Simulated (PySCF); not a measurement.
Molecule: `[N+](C)(C)(C)[AlH3-]`, C₃H₁₂AlN.

Geometry (Å), atoms numbered from 1 in this order:
```xyz
17

C    -0.503   -0.824    1.154
N    -0.136   -0.057   -0.024
C    -0.077   -0.914   -1.196
C    -1.067    1.038   -0.235
Al    1.726    0.736    0.287
H    -1.494   -1.278    1.053
H    -0.492   -0.164    2.022
H     0.240   -1.604    1.313
H     0.248   -0.321   -2.050
H    -1.048   -1.371   -1.416
H     0.662   -1.695   -1.025
H    -2.087    0.679   -0.407
H    -1.053    1.687    0.640
H    -0.737    1.621   -1.094
H     1.401    1.596    1.564
H     2.520   -0.608    0.487
H     1.889    1.490   -1.085
```

Frames of a GFN2-xTB Langevin trajectory at 300 K; GIAO PBE0/pcSseg-1 shieldings in PySCF 2.14.0 with density-fitted response routines, gas phase, non-relativistic; equivalent atoms averaged within each frame.

References, each an isolated molecule treated in the same way: TMS for 13C (σref 186.93), 1H (σref 31.72); 15N (σref 267.73) vs NH3; AlH4- for 27Al (σref 489.97). The references are static minima.

Question: How do the shifts (ppm) fluctuate along the trajectory?

Answer: 
| time (fs) | C1/C3/C4 | N2 | Al5 | H15/H16/H17 | H6/H7/H8/H9/H10/H11/H12/H13/H14 |
| --- | --- | --- | --- | --- | --- |
| optimised geometry | 47.7 | 38.4 | 89.7 | 4.07 | 2.60 |
| 250 | 52.2 | 39.0 | 76.9 | 4.49 | 2.83 |
| 425 | 52.5 | 35.6 | 102.3 | 4.03 | 2.72 |
| 625 | 54.0 | 45.2 | 101.8 | 4.78 | 2.65 |
| 800 | 50.8 | 32.0 | 99.4 | 4.54 | 3.35 |
| 1000 | 46.5 | 31.0 | 91.5 | 4.39 | 2.87 |
| mean of frames | 51.2 | 36.5 | 94.4 | 4.44 | 2.88 |
| standard deviation | 2.9 | 5.8 | 10.7 | 0.27 | 0.27 |

5 frames give an uncertainty of the mean of about the standard deviation over 2.2 at best, since frames this close in time may not be independent; classical motion lacks zero-point vibration, and the reference would need the same averaging.
